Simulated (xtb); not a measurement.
xtb input for trans-(1S,2S)-1-ethenyl-2-fluorocyclopropane (C5H7F), SMILES C=C[C@@H]1C[C@@H]1F, GFN2-xTB. 

```
$ xtb mol.xyz --gfn 2 --ohess tight --chrg 0 --uhf 0 --json
$ cat mol.xyz
13

C      2.15860000     0.01370000     0.24400000
C      1.06770000     0.36840000    -0.37310000
C     -0.26850000     0.46360000     0.26620000
C     -1.09210000    -0.77940000     0.43750000
C     -1.53430000     0.25120000    -0.53490000
F     -1.44280000    -0.10720000    -1.87590000
H      2.21130000    -0.18150000     1.29880000
H      3.06990000    -0.03490000    -0.33410000
H      1.06080000     0.59310000    -1.40280000
H     -0.33580000     1.27190000     1.00260000
H     -0.73720000    -1.69760000     0.05940000
H     -1.67680000    -0.85950000     1.43020000
H     -2.45940000     0.87660000    -0.36180000
```

Program output:

```
[...]
        15        2.0000           -0.4374956             -11.9049
        16        2.0000           -0.4270377             -11.6203
        17        2.0000           -0.3969547             -10.8017 (HOMO)
        18                         -0.2135050              -5.8098 (LUMO)
        19                         -0.0520919              -1.4175
        20                          0.0301696               0.8210
        21                          0.0748471               2.0367
        22                          0.0988085               2.6887
        23                          0.1394050               3.7934
        24                          0.1670848               4.5466
        25                          0.1899222               5.1680
        26                          0.2379802               6.4758
        27                          0.2700646               7.3488
        28                          0.3041347               8.2759
       ...                                ...                  ...
        31                          0.6223676              16.9355
      -------------------------------------------------------------
                  HL-Gap            0.1834497 Eh            4.9919 eV
             Fermi-level           -0.3052298 Eh           -8.3057 eV

     #   Z          covCN         q      C6AA      α(0)
     1   6 C        2.839    -0.096    30.400     9.036
     2   6 C        2.887    -0.024    28.599     8.768
     3   6 C        3.863    -0.027    21.005     6.518
     4   6 C        3.806    -0.078    21.993     6.676
     5   6 C        3.664     0.146    18.468     6.164
     6   9 F        0.784    -0.244    11.705     4.041
     7   1 H        0.926     0.036     2.503     2.474
     8   1 H        0.926     0.042     2.428     2.437
     9   1 H        0.925     0.050     2.319     2.381
    10   1 H        0.925     0.043     2.411     2.428
    11   1 H        0.926     0.065     2.145     2.290
    12   1 H        0.926     0.046     2.365     2.405
    13   1 H        0.925     0.042     2.428     2.436

 Mol. C6AA /au·bohr⁶  :       1480.951311
 Mol. C8AA /au·bohr⁸  :      33264.701199
 Mol. α(0) /au        :         58.054687


Wiberg/Mayer (AO) data.
largest (>0.10) Wiberg bond orders for each atom

 ---------------------------------------------------------------------------
     #   Z sym  total        # sym  WBO       # sym  WBO       # sym  WBO
 ---------------------------------------------------------------------------
     1   6 C    3.991 --     2 C    1.946     8 H    0.978     7 H    0.976
     2   6 C    3.990 --     1 C    1.946     3 C    1.055     9 H    0.964
     3   6 C    3.943 --     2 C    1.055    10 H    0.968     5 C    0.930
                             4 C    0.929
     4   6 C    3.940 --     5 C    0.979    12 H    0.979    11 H    0.975
                             3 C    0.929
     5   6 C    3.858 --     4 C    0.979    13 H    0.964     6 F    0.939
                             3 C    0.930
     6   9 F    1.027 --     5 C    0.939
     7   1 H    0.999 --     1 C    0.976
     8   1 H    0.998 --     1 C    0.978
     9   1 H    0.997 --     2 C    0.964
    10   1 H    0.998 --     3 C    0.968
    11   1 H    0.996 --     4 C    0.975
    12   1 H    0.998 --     4 C    0.979
    13   1 H    0.998 --     5 C    0.964
 ---------------------------------------------------------------------------

Topologies differ in total number of bonds
Writing topology from bond orders to xtbtopo.mol

molecular dipole:
                 x           y           z       tot (Debye)
 q only:       -0.006      -0.113       0.724
   full:       -0.095      -0.067       0.835       2.143
molecular quadrupole (traceless):
                xx          xy          yy          xz          yz          zz
 q only:        1.547       0.146       1.460      -3.233       1.092      -3.007
  q+dip:        2.651      -0.203       1.369      -4.124       2.980      -4.019
   full:        2.134      -0.226       1.684      -4.045       2.137      -3.818

           -------------------------------------------------
          |                Geometry Summary                 |
           -------------------------------------------------

      molecular mass/u    :       86.1076679
   center of mass at/Å    :       -0.2490177       0.0834470      -0.3673464
  moments of inertia/u·Å² :        0.7208281E+02   0.2060128E+03   0.2461992E+03
rotational constants/cm⁻¹ :        0.2338648E+00   0.8182808E-01   0.6847152E-01

 * 13 selected distances

     #   Z          #   Z                                           value/Å
     1   6 C        2   6 C                                       1.3218048
     2   6 C        3   6 C                                       1.4715562
     3   6 C        4   6 C                                       1.5148452 (max)
     3   6 C        5   6 C                                       1.5056110
     4   6 C        5   6 C                                       1.4880222
     5   6 C        6   9 F                                       1.3628304
     1   6 C        7   1 H                                       1.0777187
     1   6 C        8   1 H                                       1.0756118 (min)
     2   6 C        9   1 H                                       1.0813841
     3   6 C       10   1 H                                       1.0833420
     4   6 C       11   1 H                                       1.0792052
     4   6 C       12   1 H                                       1.0783422
     5   6 C       13   1 H                                       1.0830918

 * 3 distinct bonds (by element types)

   Z      Z             #   av. dist./Å        max./Å        min./Å
   1 H    6 C           7     1.0798137     1.0833420     1.0756118
   6 C    6 C           5     1.4603679     1.5148452     1.3218048
   6 C    9 F           1     1.3628304     1.3628304     1.3628304

           -------------------------------------------------
          |               Frequency Printout                |
           -------------------------------------------------
 projected vibrational frequencies (cm⁻¹)
eigval :       -0.00    -0.00    -0.00     0.00     0.00     0.00
eigval :       85.53   180.11   273.13   368.69   424.20   522.83
eigval :      688.17   813.81   850.37   864.55   888.85   969.79
eigval :     1013.23  1019.95  1027.88  1068.07  1077.61  1128.98
eigval :     1182.75  1221.03  1265.47  1308.14  1370.05  1418.76
eigval :     1452.35  1706.66  3040.32  3048.68  3073.63  3097.73
eigval :     3102.84  3116.58  3136.92
 reduced masses (amu)
   1: 14.01   2: 13.11   3: 10.67   4: 10.83   5: 11.65   6: 13.20   7:  9.47   8: 12.44
   9:  7.81  10:  9.43  11: 10.09  12: 10.12  13:  7.12  14:  7.34  15:  8.28  16:  3.63
  17:  3.73  18:  3.66  19:  4.25  20:  6.79  21:  5.73  22:  5.80  23:  3.97  24:  7.32
Molecule has no symmetry elements
It seems to be the C1 point group
  25:  6.99  26:  3.26  27:  3.50  28:  4.89  29:  5.76  30:  2.69  31:  6.94  32: 11.22
  33:  1.78  34:  1.81  35:  1.84  36:  1.48  37:  1.58  38:  2.10  39:  2.04
 IR intensities (km·mol⁻¹)
   1:  1.48   2:  0.44   3:  0.02   4:  1.25   5:  0.18   6:  0.04   7:  0.40   8:  3.74
   9:  3.11  10:  1.64  11:  3.28  12:  5.36  13:  3.24  14: 12.87  15: 10.70  16:  0.94
  17: 16.55  18:  1.70  19: 19.46  20: 38.39  21: 10.23  22:  6.02  23: 13.22  24: 33.47
  25:  9.32  26:  3.25  27:  2.59  28: 20.47  29: 23.50  30:  3.75  31: 23.52  32: 18.73
  33: 15.99  34: 25.31  35: 20.09  36: 12.64  37: 25.00  38: 19.95  39: 43.08
 Raman intensities (Ä⁴*amu⁻¹)
   1:  0.00   2:  0.00   3:  0.00   4:  0.00   5:  0.00   6:  0.00   7:  0.00   8:  0.00
   9:  0.00  10:  0.00  11:  0.00  12:  0.00  13:  0.00  14:  0.00  15:  0.00  16:  0.00
  17:  0.00  18:  0.00  19:  0.00  20:  0.00  21:  0.00  22:  0.00  23:  0.00  24:  0.00
  25:  0.00  26:  0.00  27:  0.00  28:  0.00  29:  0.00  30:  0.00  31:  0.00  32:  0.00
  33:  0.00  34:  0.00  35:  0.00  36:  0.00  37:  0.00  38:  0.00  39:  0.00
 output can be read by thermo (or use thermo option).
 writing <g98.out> molden fake output.
 recommended (thermochemical) frequency scaling factor: 1.0
           -------------------------------------------------
          |             Thermodynamic Functions             |
           -------------------------------------------------

c1  symmetry found (for desy threshold:  0.10E+00) used in thermo

          ...................................................
          :                      SETUP                      :
          :.................................................:
          :  # frequencies                          33      :
          :  # imaginary freq.                       0      :
          :  linear?                             false      :
          :  only rotor calc.                    false      :
          :  symmetry                               c1      :
          :  rotational number                       1      :
          :  scaling factor                  1.0000000      :
          :  rotor cutoff                   50.0000000 cm⁻¹ :
          :  imag. cutoff                  -20.0000000 cm⁻¹ :
          :.................................................:

    mode    ω/cm⁻¹     T·S(HO)/kcal·mol⁻¹    T·S(FR)/kcal·mol⁻¹   T·S(vib)
   ------------------------------------------------------------------------
       1     85.53    -1.12099 ( 89.54%)    -0.89718 ( 10.46%)    -1.09758
       2    180.11    -0.69387 ( 99.41%)    -0.67674 (  0.59%)    -0.69377
       3    273.13    -0.46998 ( 99.89%)    -0.55345 (  0.11%)    -0.47007
   ------------------------------------------------------------------------

   temp. (K)  partition function   enthalpy   heat capacity  entropy
                                   cal/mol     cal/K/mol   cal/K/mol   J/K/mol
 298.15  VIB   12.3                 2084.835     16.115     11.901
         ROT  0.146E+06              888.752      2.981     26.613
         INT  0.180E+07             2973.588     19.095     38.514
         TR   0.773E+27             1481.254      4.968     39.254
         TOT                        4454.8415    24.0636    77.7683   325.3825

       T/K    H(0)-H(T)+PV         H(T)/Eh          T*S/Eh         G(T)/Eh
   ------------------------------------------------------------------------
    298.15    0.709924E-02    0.111457E+00    0.369502E-01    0.745066E-01
   ------------------------------------------------------------------------

         :::::::::::::::::::::::::::::::::::::::::::::::::::::
         ::                  THERMODYNAMIC                  ::
         :::::::::::::::::::::::::::::::::::::::::::::::::::::
         :: total free energy         -18.872566068210 Eh   ::
         ::.................................................::
         :: total energy              -18.947072666789 Eh   ::
         :: zero point energy           0.104357580809 Eh   ::
         :: G(RRHO) w/o ZPVE           -0.029850982230 Eh   ::
         :: G(RRHO) contrib.            0.074506598579 Eh   ::
Note: The following floating-point exceptions are signalling: IEEE_UNDERFLOW_FLAG IEEE_DENORMAL
normal termination of xtb
         :::::::::::::::::::::::::::::::::::::::::::::::::::::

optimized geometry written to: xtbopt.xyz


           -------------------------------------------------
          | TOTAL ENERGY              -18.947072666789 Eh   |
          | TOTAL ENTHALPY            -18.835615844190 Eh   |
          | TOTAL FREE ENERGY         -18.872566068210 Eh   |
          | GRADIENT NORM               0.000129936918 Eh/α |
          | HOMO-LUMO GAP               4.991920506982 eV   |
           -------------------------------------------------

------------------------------------------------------------------------
------------------------------------------------------------------------
 total:
 SCF:
 ANC optimizer:
 analytical hessian:
```

Self-consistency was reached.
